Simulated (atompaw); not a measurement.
# Pseudopotential generation for Ir: PAW (atompaw), PBE, scalar-relativistic.

```
Element                 : iridium (Ir)
Generator               : atompaw 4.2.0.5
Type                    : PAW
Functional              : PBE
Relativity              : scalar-relativistic
Frozen core             : [Kr] 4d10 4f14 5s2
Valence charge          : 15
Reference configuration : 5p6 5d7.5 6s1.5 6p0
Partial waves           : 6s (bound): rc 2.05 bohr; 6s channel at 1.25 Ry: rc 2.05 bohr; 5p (bound): rc 2.00 bohr; 6p (bound, empty): rc 1.90 bohr; 5d (bound): rc 2.05 bohr; 5d channel at 3.75 Ry: rc 2.05 bohr
Local potential         : troulliermartins scheme with l = 3 at 0 Ry, radius 1.90 bohr
Core correction         : smooth core density matched at 1.30 bohr
Augmentation charge     : sinc compensation charge, radius 1.70 bohr; PAW radius 2.05 bohr; waves and projectors: custom polynom2 7 10 vanderbiltortho
```

(1) Estimate the cutoffs (Ry, on a coarse ladder) from which the occupation-weighted sum of valence levels, in a spherical-Bessel basis at the reference potential, stays within 10 and 1 mRy of its value at 400 Ry.

(2) Does the potential have ghost states?

(3) Is the overlap operator S = 1 + Σ q|β⟩⟨β| positive definite (Bessel basis up to 400 Ry)?

Answers

(1) 25 Ry and 35 Ry.

(2) Ghost state, extra bound levels that the all-electron valence spectrum of the same l lacks: s at -123.1 eV. A true bound ghost makes a file unfit for plane-wave use.

(3) Yes: its lowest eigenvalue is 0.32 (s channel).
